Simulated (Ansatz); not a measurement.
Consider the formal loss of a carbene: `C/C([SiH3])=C\O` → `[CH2]` (triplet) + `O/C=C/[SiH3]`.

Program: Ansatz. Geometries: PBE0-D4/def2-TZVP. ΔE: electronic, gas phase. CBS: MP2 limit from def2 TZ/QZ plus the TZ coupled-cluster correction, frozen cores. This one scheme is used for every species. Double bonds are as drawn, so ΔE can hold a change between cis and trans. DFT in def2-TZVPP. B3LYP here is the variant with VWN-RPA as its local correlation; programs differ in this. Triplets are unrestricted, without spin–orbit coupling. One conformer a species, not always the lowest.

`C/C([SiH3])=C\O`:

Z-matrix (Å, degrees):
```
C
C 1 1.501
H 1 1.095 2 111.0
H 1 1.090 2 111.8 3 -120.8
H 1 1.095 2 111.0 3 118.5
Si 2 1.850 1 120.2 3 -60.0
C 2 1.334 1 122.1 3 120.0
H 6 1.489 2 109.6 1 -180.0
H 6 1.491 2 111.3 1 -59.5
H 6 1.490 2 111.3 1 59.5
O 7 1.357 2 122.8 1 0.0
H 7 1.088 2 121.8 1 180.0
H 11 0.959 7 109.5 2 179.9
```

`[CH2]` (triplet):

Cartesian coordinates in Å:
```
C 0.001 0.173 -0.215
H -0.606 -0.702 -0.389
H 0.605 0.530 0.604
```

`O/C=C/[SiH3]`:

```xyz
10

O    -1.442   -1.072    1.730
C    -0.436   -0.730    0.905
C    -0.436    0.242   -0.009
Si    1.039    0.578   -1.064
H    -2.197   -0.496    1.566
H     0.425   -1.369    1.076
H    -1.338    0.844   -0.124
H     0.727    0.423   -2.512
H     2.112   -0.384   -0.696
H     1.547    1.965   -0.873
```

CCSD(T)/CBS gives +434.8 kJ/mol.

Q: Another level gave +421.7 kJ/mol. Which?
A. LC-ωPBE/def2-TZVPP
B. B3LYP-D4/def2-TZVPP
C. revPBE/def2-TZVPP
D. PBE/def2-TZVPP

A: A. LC-ωPBE 421.7, B3LYP-D4 427.3, revPBE 406.4, PBE 433.6 kJ/mol.

Largest T1 diagnostic among the species: 0.013.

The D4 term adds +12.8 kJ/mol with B3LYP and +7.0 kJ/mol with PBE0; it sums over pairs of atoms, weighted by their polarisabilities, and B3LYP, whose exchange is more repulsive, gets the larger term. From BLYP to BHLYP (50 % exact exchange), in def2-TZVPP and without D4, ΔE moves by −5.1 kJ/mol. At CCSD(T), def2-SVP lies −16.3 kJ/mol from the extrapolated value and def2-TZVPP −12.0 kJ/mol.

CCSD(T)/CBS has its own doubt, a few kJ/mol and more with outer-core shells, so smaller differences from it don't rank the levels.
